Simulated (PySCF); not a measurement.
CH3S, SMILES [CH2]S, multiplicity 2. Coordinates come from a PBE0-D3(BJ)/def2-TZVP optimisation. The isomer is the one that the SMILES or the coordinates give; other isomers of the formula were not compared.

Method: PBE0-D3(BJ)/def2-TZVP run with PySCF.

Harmonic wavenumbers (cm⁻¹): 100, 349, 783, 868, 1071, 1405, 2716, 3198, 3326. Rotational constants (GHz): 144.9, 15.75, 14.21; symmetry number 1.

Question: Work out the zero-point energy and the ideal-gas rigid-rotor harmonic-oscillator thermochemistry at 298.15 K and 1 atm.

Answer: ZPE = ½ Σ hcν = ½ × 13816 cm⁻¹ = 19.75 kcal/mol. H − E(el) = 22.92 kcal/mol. Entropy in cal/(mol K): translation 37.47, rotation 19.83, vibration 5.09, spin 1.38, total 63.77. G − E(el) = 3.91 kcal/mol. Cp = 13.11 cal/(mol K). Modes under 150 cm⁻¹ make the vibrational entropy uncertain.
